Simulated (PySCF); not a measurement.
C4H8SSi2.
Cartesian coordinates in Å at the GFN2-xTB level; atoms count from 1:
```xyz
15
C4H8SSi2 angstrom
Si     2.726   -0.457   -0.729
Si     1.317   -0.023    1.055
C     -0.436    0.252    0.442
C     -1.489   -0.614    0.422
C     -2.655   -0.084   -0.171
C     -2.479    1.189   -0.607
S     -0.887    1.757   -0.298
H      2.357   -1.676   -1.455
H      2.728    0.631   -1.710
H      4.110   -0.635   -0.284
H      1.686    1.182    1.809
H      1.209   -1.118    2.030
H     -1.428   -1.608    0.830
H     -3.579   -0.626   -0.266
H     -3.184    1.837   -1.089
```

Computed with TDDFT wB97X-D/def2-SVPD, vertical, gas phase, core orbitals frozen in the response (PySCF).

Transition dipole moments from the ground state, in atomic units and in the frame of the coordinates above (overall signs are arbitrary), for the states with f of 0.002 or more among the lowest 8:

```json
{"state": "S1", "E (hartree)": "0.2020", "μx": "-1.150", "μy": "0.500", "μz": "-0.288"}
{"state": "S2", "E (hartree)": "0.2125", "μx": "0.620", "μy": "0.518", "μz": "-0.030"}
{"state": "S3", "E (hartree)": "0.2286", "μx": "-0.091", "μy": "-0.078", "μz": "0.017"}
{"state": "S5", "E (hartree)": "0.2395", "μx": "0.064", "μy": "-0.069", "μz": "-0.208"}
{"state": "S6", "E (hartree)": "0.2458", "μx": "0.193", "μy": "0.104", "μz": "0.061"}
{"state": "S7", "E (hartree)": "0.2618", "μx": "0.085", "μy": "-0.071", "μz": "-0.005"}
{"state": "S8", "E (hartree)": "0.2624", "μx": "-0.254", "μy": "-0.031", "μz": "0.083"}
```

Question: Work out the oscillator strengths.

Answer: f = (2/3) ΔE |μ|² with ΔE in hartree (27.2114 eV).

```
state  |μ|² (au)  |μ| (D)      f
   S1      1.655     3.27  0.223
   S2      0.653     2.05  0.093
   S3      0.015     0.31  0.002
   S5      0.052     0.58  0.008
   S6      0.052     0.58  0.009
   S7      0.012     0.28  0.002
   S8      0.072     0.68  0.013
```

Question: What angle do the transition dipoles of S1 and S2 make?

Answer: |cos θ| = |μa·μb| / (|μa| |μb|) = 0.43, so θ ≈ 65° (taken between 0 and 90°, since the signs are arbitrary).

Question: How is the summed strength of these states shared among x, y and z?

Answer: (2/3) Σ ΔE μα² gives 0.253 for x, 0.076 for y and 0.020 for z, 0.349 in all.

Question: What peak molar absorption coefficient would the strongest computed level give as a lone Gaussian band 0.4 eV wide at half height?

Answer: ε(max) = 2.175×10⁸ f / FWHM, with the width in cm⁻¹. S1: 2.175×10⁸ × 0.2229 / 3226 ≈ 15000 L mol⁻¹ cm⁻¹.

One conformer stands for the species.
